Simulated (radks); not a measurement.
The numbers below are computed, except where a source is named.
P6+, 9 electrons, occupied as [He] 2s2 2p5 (the NIST ground configuration).

Level of theory: Dirac Kohn-Sham, exchange-only PBE, spin-unpolarised, spherical densities, finite nucleus; open shells fill j = l - 1/2 first; Fermi nuclear charge, rms radius 3.1889 fm (a radial shooting solver on a logarithmic mesh with Libxc functionals).

Energy parts (hartree):
| part | energy |
|---|---|
| total | -326.96328 |
| kinetic | 328.68501 |
| electron-nucleus | -739.70264 |
| Hartree | 103.44795 |
| exchange | -19.39360 |

Orbitals (lengths in bohr, moments of r in powers of bohr; r(90%) holds 90 % of the orbital's charge):
| orbital | occ. | eigenvalue (hartree) | <r^2> | <1/r> | <r^4> | r(90%) |
|---|---|---|---|---|---|---|
| 1s1/2 | 2 | -81.56739 | 0.01441 | 14.66 | 0.0005368 | 0.185 |
| 2s1/2 | 2 | -10.66391 | 0.2989 | 2.924 | 0.1590 | 0.784 |
| 2p1/2 | 2 | -8.94946 | 0.2603 | 2.840 | 0.1415 | 0.759 |
| 2p3/2 | 3 | -8.91212 | 0.2623 | 2.823 | 0.1435 | 0.761 |

The highest occupied level is 2p3/2 at -242.51 eV. The density falls to 0.001 e/bohr^3 at r = 1.56 bohr. For comparison, the ionisation energy in NIST's Atomic Spectra Database is 263.6 eV (semi-empirical). In exact Kohn-Sham theory the highest level is minus the ionisation energy, but local and semilocal functionals leave it too shallow, through self-interaction and a potential that decays too fast; potentials with the right tail come closer. Summed over all electrons, <r^2> = 1.934 bohr^2, which gives a Langevin (diamagnetic) susceptibility term of -1.53 x 10^-6 cm^3/mol. The electron density at the nucleus is 2389 e/bohr^3.

Beside tabulated values, note that spin-unpolarised runs miss the spin-polarisation part of the exchange energy of open shells.
